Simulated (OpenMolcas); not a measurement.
**Cu3+: moving or changing the point charges**

Cu3+ among 6 point charges of -2 e arranged as a tetragonal octahedron (D4h), 1.88 Å from the ion, with the axial distance 1.824 Å.

```
Program             : OpenMolcas 26.06
Method              : SS-CASPT2, IPEA 0.25 Eh, imaginary shift 0.1 Eh (closed shells correlated: 3s 3p)
Basis               : ANO-RCC-VDZP [5s4p2d1f]
Scalar Hamiltonian  : DKH2, point nucleus
Active space        : 8 electrons in 5 orbitals (3d)
State averaging     : 2S+1 = 3 even, 10 roots; 2S+1 = 1 even, 15 roots
Spin-orbit coupling : state interaction with AMFI integrals over the reference wave functions
```

Runs around this geometry, states (labels of D4, the rotations of D4h). Energies in cm-1 above the lowest state or level, χT in cm3 K/mol.

| R (Å) | q (e) | Axial / equatorial distance | Ground state | First state of that spin | First gap with spin-orbit (degeneracies) | χT at 300 K | First state of another spin |
| --- | --- | --- | --- | --- | --- | --- | --- |
| 1.88 | -1.3 | 0.97 | 3B1 | 3E 2080 | 71 (1, 2) | 2.449 | 1B1 16440 |
| 1.8 | -2 | 0.97 | 3B1 | 3E 5150 | 7 (1, 2) | 1.806 | 1B1 17740 |
| 1.88 | -2 | 0.97 | 3B1 | 3E 4200 | 11 (1, 2) | 1.954 | 1B1 17310 |
| 2.01 | -2 | 0.97 | 3B1 | 3B2 3220 | 2 (1, 2) | 2.159 | 1B1 16680 |
| 1.88 | -2 | 1.05 | 3B1 | 3E 3750 | 6 (1, 2) | 2.018 | 1A1 16880 |

Scaling the charges by -1.3 / -2 = 0.65 scales the first state of the same spin by 2080 / 4200 = 0.50; with fixed orbitals a first-order splitting would follow the charge.

Point charges give a weaker field than real ligands, and real ions of this kind are often low spin; the high spin found here belongs to the model. Free-ion shares, where given, are those of the reference states; single-state CASPT2 does not remix them. The ground term spreads over less than 5000 cm-1, several times less than with real ligands, so orbital moments are less quenched and χT lies further from the spin-only value than at real sites (holds for R = 1.88, q = -1.3, ratio = 0.97). This is an electrostatic model: the charges have no orbitals. No measured value stands beside these numbers.
